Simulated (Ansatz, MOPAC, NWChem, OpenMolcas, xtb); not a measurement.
# A ladder of methods for GaHClO (SMILES [O][GaH][Cl])

GaHClO, doublet, SMILES `[O][GaH][Cl]`. Each level relaxes the structure for itself.

Quantity: the highest harmonic wavenumber at each level's own minimum, in cm⁻¹. The values are calculated.

```
                           level            kind     program  value (cm⁻¹)
                             PM3  semi-empirical       MOPAC          2110
                        GFN2-xTB  semi-empirical         xtb          1812
                        GFN1-xTB  semi-empirical         xtb          1851
                       UHF/3-21G    Hartree–Fock  OpenMolcas          2030
UHF/6-31G* (spherical functions)    Hartree–Fock      NWChem          2119
UHF/6-31G* (Cartesian functions)    Hartree–Fock  OpenMolcas          2119
            UPBE-D3(BJ)/def2-SVP             GGA      NWChem          1979
              UPBE0-D4/def2-TZVP   global hybrid      Ansatz          2068
```

All-electron rows without a relativistic Hamiltonian named are non-relativistic. Harmonic and unscaled. The values span 1812 to 2119 cm⁻¹.
